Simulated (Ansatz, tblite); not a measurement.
Cost and result up the ladder for Cu4B (5 atoms). Total charge 0; doublet. Geometry: B3LYP-D4/def2-SVP.

Cartesian coordinates in Å:
```
B 0.906 -0.182 0.208
Cu -0.028 0.192 1.874
Cu -1.040 -0.983 -0.067
Cu -0.530 1.298 -0.293
Cu 0.693 -0.325 -1.722
```

Ansatz on 4 threads of INTEL XEON PLATINUM 8581C on a shared host; xTB runs through tblite on one thread. Times are rough, summed over both states, and most runs start from the orbitals of an earlier one. PBE-QIDH/def2-TZVP serves as the yardstick here, not as an exact answer. Differences are given only for rows in sets of like size (and for xTB, whose basis is part of the method), since another set adds its own error. The other state is a quartet at its own geometry.

The xTB rows come from tblite. Correlated methods freeze 37 core orbitals. The rows differ in basis, and correlated rows in double-zeta sets carry the largest basis error. In CCSD on the charge 0 quartet the largest single amplitude is 0.30, so its Hartree–Fock determinant may place the open shell otherwise than the density functionals do. The structure comes from a short search, and lower isomers may exist.

Run but left out: HF/STO-3G, HF/def2-SVP, HF/def2-TZVP, MP2/def2-SVP, MP2/def2-TZVP (doublet: ⟨S²⟩ 1.24 to 6.74, where a pure state has 0.75).

Correlated methods converge slowly with the basis, most of all in double-zeta sets.

xTB has no spin-polarisation term.

| level | functions | wall time | quartet − doublet (eV) | difference from PBE-QIDH/def2-TZVP (eV) | remarks |
| --- | --- | --- | --- | --- | --- |
| GFN1-xTB | 40 | 0.014 s | 3.86 | 2.34 | – |
| GFN2-xTB | 40 | 0.019 s | 3.48 | 1.95 | – |
| revPBE-D4/def2-TZVP | 211 | 7.8 s | 1.24 | -0.28 | – |
| PBE-D4/def2-TZVP (with forces) | 211 | 8.3 s | 1.28 | -0.24 | – |
| PBE0-D4/def2-TZVP | 211 | 19 s | 1.34 | -0.19 | – |
| r2SCAN-D4/def2-TZVP | 211 | 21 s | 1.23 | -0.29 | – |
| PBE-QIDH/def2-TZVP | 211 | 34 s | 1.52 | 0.00 | – |
| CCSD(T)/def2-SVP | 138 | 86 s | 1.34 | – | large T1 (0.052) (quartet), large T1 (0.054) (doublet), spin-contaminated (⟨S²⟩ 1.24) (doublet) |
